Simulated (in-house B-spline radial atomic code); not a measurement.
Radial electron density of Sn-, [Kr] 4d10 5s2 5p3. Method: scalar-relativistic (X2C) LC-wPBE, spin-polarised, spherical fractional occupations, exact exchange averaged over the configuration, Fermi nucleus of rms radius 4.6519 fm. Calculated with a radial B-spline atomic code at the basis-set limit.

One-electron X2C: radii and densities carry no picture-change correction, so inner-shell <1/r> comes out high (for 1s by about 2 % at Z = 33, 5 % at 54, 10 % at 75, 30 % at 118) and <r> low.

Columns: r (bohr), 4πr²n(r) (electrons per bohr), bar.

```
0.000966     2.15 #
  0.0012    3.038 ##
  0.0015    4.313 ##
 0.00187    6.058 ###
 0.00233    8.433 #####
 0.00291    11.66 ######
 0.00362    15.83 #########
 0.00452    21.24 ###########
 0.00563    27.85 ###############
 0.00702    35.64 ###################
 0.00874    44.12 ########################
  0.0109    52.61 ############################
  0.0136    59.81 ################################
  0.0169    64.19 ###################################
  0.0211    64.81 ###################################
  0.0263    61.75 #################################
  0.0328    57.24 ###############################
  0.0409    55.38 ##############################
   0.051    59.91 ################################
  0.0635     70.4 ######################################
  0.0792    80.55 ############################################
  0.0987    81.33 ############################################
   0.123    70.73 ######################################
   0.153    58.89 ################################
   0.191    58.16 ###############################
   0.238    66.15 ####################################
   0.297    65.18 ###################################
    0.37    47.22 ##########################
   0.462     26.8 ##############
   0.575     20.3 ###########
   0.717    23.09 ############
   0.894    22.12 ############
    1.11    15.32 ########
    1.39    8.151 ####
    1.73    4.288 ##
    2.16    2.684 #
    2.69     1.91 #
    3.35    1.281 #
    4.18   0.7323 
    5.21   0.3451 
    6.49   0.1323 
     8.1  0.03991 
    10.1 0.009113 
    12.6 0.001456
```

On this grid the curve has 4 maxima, near 0.0211, 0.0987, 0.238, 0.717 bohr.

The 5s down radial function P(r) = rR(r), positive near the nucleus:

| r (bohr) | P |
| --- | --- |
| 0.0004 | 0.01011 |
| 0.000622 | 0.01453 |
| 0.000966 | 0.02073 |
| 0.0015 | 0.02932 |
| 0.00233 | 0.04088 |
| 0.00362 | 0.05569 |
| 0.00563 | 0.07297 |
| 0.00874 | 0.08925 |
| 0.0136 | 0.09633 |
| 0.0211 | 0.0792 |
| 0.0328 | 0.02031 |
| 0.051 | -0.07786 |
| 0.0792 | -0.1504 |
| 0.123 | -0.07453 |
| 0.191 | 0.1495 |
| 0.297 | 0.1923 |
| 0.462 | -0.1638 |
| 0.717 | -0.3241 |
| 1.11 | 0.1786 |
| 1.73 | 0.6822 |
| 2.69 | 0.6087 |
| 4.18 | 0.2684 |
| 6.49 | 0.05678 |
| 10.1 | 0.004524 |
